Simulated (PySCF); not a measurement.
Spin-rotation constants: SMILES P[SiH2]C(C)(C)C, C₄H₁₃PSi

Geometry:
```json
{"atom": "C1", "x (Å)": "-0.593", "y (Å)": "-1.384", "z (Å)": "-0.513"}
{"atom": "C2", "x (Å)": "-0.521", "y (Å)": "0.056", "z (Å)": "-0.006"}
{"atom": "C3", "x (Å)": "-0.762", "y (Å)": "0.061", "z (Å)": "1.503"}
{"atom": "C4", "x (Å)": "-1.598", "y (Å)": "0.891", "z (Å)": "-0.694"}
{"atom": "Si5", "x (Å)": "1.216", "y (Å)": "0.787", "z (Å)": "-0.374"}
{"atom": "P6", "x (Å)": "2.709", "y (Å)": "-0.520", "z (Å)": "0.669"}
{"atom": "H7", "x (Å)": "0.172", "y (Å)": "-1.995", "z (Å)": "-0.034"}
{"atom": "H8", "x (Å)": "-0.443", "y (Å)": "-1.427", "z (Å)": "-1.591"}
{"atom": "H9", "x (Å)": "-1.565", "y (Å)": "-1.822", "z (Å)": "-0.289"}
{"atom": "H10", "x (Å)": "-0.767", "y (Å)": "1.077", "z (Å)": "1.892"}
{"atom": "H11", "x (Å)": "-1.723", "y (Å)": "-0.398", "z (Å)": "1.738"}
{"atom": "H12", "x (Å)": "0.017", "y (Å)": "-0.500", "z (Å)": "2.018"}
{"atom": "H13", "x (Å)": "-2.588", "y (Å)": "0.489", "z (Å)": "-0.479"}
{"atom": "H14", "x (Å)": "-1.566", "y (Å)": "1.921", "z (Å)": "-0.347"}
{"atom": "H15", "x (Å)": "-1.459", "y (Å)": "0.892", "z (Å)": "-1.772"}
{"atom": "H16", "x (Å)": "1.428", "y (Å)": "0.872", "z (Å)": "-1.828"}
{"atom": "H17", "x (Å)": "1.333", "y (Å)": "2.140", "z (Å)": "0.186"}
{"atom": "H18", "x (Å)": "3.799", "y (Å)": "0.251", "z (Å)": "0.312"}
{"atom": "H19", "x (Å)": "2.901", "y (Å)": "-1.380", "z (Å)": "-0.398"}
```

Computed with PySCF 2.14.0, GIAO LC-wPBE/STO-3G magnetisability, rotational g tensor and spin-rotation constants, non-relativistic, gas phase. Geometry: GFN2-xTB.

Give the nuclear spin-rotation constants along the inertial axes (H = +C I·J) beside the isotropic shieldings.

Rotational constants 3.4860, 1.3336, 1.2453 GHz. A star marks the isotopologue with that one atom substituted, in its own axes.
| atom | isotope | Caa (kHz) | Cbb (kHz) | Ccc (kHz) | mean (kHz) | σ (ppm) |
| --- | --- | --- | --- | --- | --- | --- |
| P6 | 31P | 1.731 | 0.525 | 0.461 | 0.906 | 778.0 |
| H7 | 1H | -0.108 | -0.095 | -0.141 | -0.115 | 32.4 |
| H8 | 1H | -0.385 | -0.102 | -0.035 | -0.174 | 32.4 |
| H9 | 1H | -0.113 | -0.090 | -0.140 | -0.114 | 32.3 |
| H10 | 1H | -0.381 | -0.089 | -0.045 | -0.172 | 32.3 |
| H11 | 1H | -0.122 | -0.086 | -0.139 | -0.116 | 32.3 |
| H12 | 1H | -0.093 | -0.095 | -0.135 | -0.108 | 32.0 |
| H13 | 1H | -0.116 | -0.089 | -0.139 | -0.115 | 32.3 |
| H14 | 1H | -0.378 | -0.094 | -0.044 | -0.172 | 32.4 |
| H15 | 1H | -0.379 | -0.107 | -0.032 | -0.172 | 32.4 |
| H16 | 1H | -0.335 | -0.076 | -0.026 | -0.146 | 31.4 |
| H17 | 1H | -0.335 | -0.080 | -0.021 | -0.145 | 31.3 |
| H18 | 1H | -0.203 | -0.070 | -0.151 | -0.141 | 33.8 |
| H19 | 1H | -0.413 | -0.151 | 0.002 | -0.187 | 33.7 |
| C1 | 13C* | 0.268 | 0.090 | 0.076 | 0.145 | 213.3 |
| C2 | 13C* | 0.234 | 0.083 | 0.063 | 0.126 | 219.4 |
| Si5 | 29Si* | -1.077 | -0.500 | -0.519 | -0.699 | 556.2 |

For the geometry as given, no vibrational averaging.
